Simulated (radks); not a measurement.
Task: C+, configuration [He] 2s2 2p1. Calculated with a radial shooting solver on a logarithmic mesh with Libxc functionals: non-relativistic Kohn-Sham, revPBE, spin-polarised, spherical densities, point nucleus; open shells are filled with parallel spins first. Some entries of the table are withheld. Estimate them.

orbital  occ.  eigenvalue (hartree)  r(max) (bohr)  <1/r> (bohr^-1)
1s up       1                   (1)         0.1741            5.647
1s down     1                   (2)         0.1739            5.654
2s up       1              -0.97516          1.171           0.9905
2s down     1              -0.90834          1.181           0.9739
2p up       1              -0.64979          1.110           0.8819
2p down     0              -0.58541          1.128           0.8618

Result: 
(1) 1s up eigenvalue (hartree): -10.60502
(2) 1s down eigenvalue (hartree): -10.58647
